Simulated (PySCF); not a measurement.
Several molecules and their computed UV-vis stick spectra, shuffled. Level of theory: PySCF, TDDFT CAM-B3LYP/def2-SVPD, vertical, gas phase, core orbitals frozen in the response. Geometries: PBE0-D3(BJ)/def2-SVP; one conformer of each isolated species. Triplets are in the Tamm–Dancoff approximation.

A. `FC(CC#C/C=C\CC)(F)F`
B. `BC1=CC=CC=C1`
C. `F[Si@@H]([SiH3])P`
D. `C=CC(C=C)/C=C\C(F)(F)F`
E. `FC(F)(F)C1=C[C@@H]2CC[C@H]1C2`

Lowest singlet levels (six at most, fewer where fewer were computed) with oscillator strengths:

1. 260 nm (f 0.025); 235 nm (f 0.276); 221 nm (f 0.000); 219 nm (f 0.001); 190 nm (f 0.147); 185 nm (f 0.450); T1 3.61 eV
2. 208 nm (f 0.030); 192 nm (f 0.006); 187 nm (f 0.015); 185 nm (f 0.385); 171 nm (f 0.062); 166 nm (f 0.169); T1 5.26 eV
3. 196 nm (f 0.067); 192 nm (f 0.173); 180 nm (f 0.204); 177 nm (f 0.366); 168 nm (f 0.004); 167 nm (f 0.140); T1 4.11 eV
4. 190 nm (f 0.156); 167 nm (f 0.022); 166 nm (f 0.017); 151 nm (f 0.020); 151 nm (f 0.008); 150 nm (f 0.006); T1 3.99 eV
5. 226 nm (f 0.255); 221 nm (f 0.093); 211 nm (f 0.008); 187 nm (f 0.000); 171 nm (f 0.244); 170 nm (f 0.092); T1 3.41 eV

Task: Match each spectrum to its molecule.

Result: 1 = B, 2 = C, 3 = D, 4 = E, 5 = A.
- A: S1 at 5.49 eV, HOMO→LUMO (66%), HOMO-1→LUMO (18%); Löwdin shares by element: HOMO carbon 82% or more (atoms not listed hold the other 18%); LUMO carbon 73% or more (atoms not listed hold the other 27%); HOMO -8.10 and LUMO 0.22 eV.
- B: S1 at 4.77 eV, HOMO→LUMO (86%), HOMO-1→LUMO+1 (12%); Löwdin shares by element: HOMO carbon 81% or more (atoms not listed hold the other 19%); LUMO carbon 36% or more, boron 34% (atoms not listed hold the other 31%); HOMO -8.77 and LUMO -0.98 eV; point group C2v, 1 of its 6 listed states under f = 0.0005.
- C: S1 at 5.96 eV, HOMO→LUMO (82%); Löwdin shares by element: HOMO phosphorus 50%, silicon 31%, hydrogen 5% or more; LUMO silicon 54%, phosphorus 14%, fluorine 9% (atoms not listed hold the other 22%); HOMO -8.77 and LUMO 0.40 eV.
- D: S1 at 6.33 eV, HOMO-1→LUMO (94%); Löwdin shares by element: HOMO carbon 73% or more (atoms not listed hold the other 27%); LUMO carbon 62% or more (atoms not listed hold the other 38%); HOMO -9.00 and LUMO 0.12 eV.
- E: S1 at 6.52 eV, HOMO→LUMO (96%); Löwdin shares by element: HOMO carbon 72% or more (atoms not listed hold the other 29%); LUMO carbon 63% or more, hydrogen 7% or more (atoms not listed hold the other 30%); HOMO -8.92 and LUMO 0.60 eV.
